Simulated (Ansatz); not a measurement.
Species: C2H8Si, charge 0, singlet. C2H8Si (dimethylsilane, SMILES C[SiH2]C).
B3LYP-D3(BJ)/def2-TZVP minimum from Ansatz (a quantum-chemistry and plane-wave program):
```xyz
11

Si     0.0337    -0.4173    -0.3545
C      1.4580     0.7277     0.0730
C     -1.5208     0.0499     0.5878
H      0.4086    -1.8183    -0.0299
H     -0.2333    -0.3532    -1.8152
H      1.2138     1.7629    -0.1753
H      2.3617     0.4554    -0.4754
H      1.6868     0.6835     1.1400
H     -2.3487    -0.6164     0.3386
H     -1.8284     1.0707     0.3504
H     -1.3554    -0.0087     1.6658
```

Total energies in hartree (Ansatz). UHF or UKS for unpaired electrons; spin-orbit terms are left out. Correlated methods leave the cores frozen. No relativity. Where a partner has so few electrons that a lower coupled-cluster level is exact, that level stands in.

```csv
species,HF/cc-pV(T+d)Z,CCSD(T)/cc-pV(T+d)Z,HF/cc-pV(Q+d)Z,CCSD(T)/cc-pV(Q+d)Z,CCSD(T)/cc-pV(D+d)Z,CCSDT(Q)/cc-pV(D+d)Z
"1: C2H8Si (dimethylsilane, SMILES C[SiH2]C)",-369.38774,-369.94909,-369.39649,-369.98531,-369.81682,-369.81853
2: Si (triplet),-288.85649,-288.93344,-288.85845,-288.93781,-288.91643,-288.91690
3: C (triplet),-37.69157,-37.78076,-37.69331,-37.78654,-37.76038,-37.76071
4: H (doublet),-0.49981,-0.49981,-0.49995,-0.49995,-0.49928,-0.49928
```

**Question.** Work out the atomisation energy (electronic, to ground-state atoms) in kcal/mol: take Hartree-Fock from cc-pV(Q+d)Z, extrapolate the CCSD(T) correlation energy as X^-3 (X = 3, 4), and add CCSDT(Q) - CCSD(T) in cc-pV(D+d)Z. 1 hartree = 627.51 kcal/mol.

**Answer.** 
Species 1: correlation (64·(-0.58882) - 27·(-0.56135))/37 = -0.60887; step -0.00171; E1 = -369.39649 + (-0.60887) + (-0.00171) = -370.00707
Species 2: correlation (64·(-0.07936) - 27·(-0.07695))/37 = -0.08112; step -0.00047; E2 = -288.85845 + (-0.08112) + (-0.00047) = -288.94004
Species 3: correlation (64·(-0.09323) - 27·(-0.08919))/37 = -0.09618; step -0.00033; E3 = -37.69331 + (-0.09618) + (-0.00033) = -37.78982
Species 4: correlation (64·(0.00000) - 27·(0.00000))/37 = 0.00000; step +0.00000; E4 = -0.49995 + (0.00000) + (+0.00000) = -0.49995
-1·E1 +1·E2 +2·E3 +8·E4 = 1.48779 hartree = 933.6 kcal/mol.
